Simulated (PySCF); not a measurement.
# Ho: excitation energy

Ho [Xe] 4f11 6s2 (high-spin determinant) → Ho [Xe] 4f11 6s1 7s1 (high-spin determinant), as a difference of total energies. Computed with PySCF 2.14 in x2c-TZVPPall with one added diffuse shell each of s, p, d, f type (12s8p8d5f2g, 129 functions), with scalar relativity by spin-free X2C-1e. Correlated levels: valence: [Kr] 4d10 frozen; valence and next inner shell: [Ar] 3d10 frozen. The calculations carry no spin-orbit coupling.

| method | excitation energy (cm⁻¹) |
| --- | --- |
| UHF | 23948 |
| LDA | 31878 |
| PBE | 30168 |
| PBE0 | 29335 |
| r2SCAN | 29249 |
| MP2 (valence) | 30938 |
| SCS-MP2 (valence) | 31519 |
| MP2 (valence and next inner shell) | 31066 |
| SCS-MP2 (valence and next inner shell) | 31565 |

The promoted electron is Rydberg-like, and one or two diffuse shells describe it only roughly, which tends to raise the upper state.

The determinant of the upper state and of the lower state mixes LS terms, which raises its energy above the lowest term, most at the Hartree-Fock and MP2 levels.
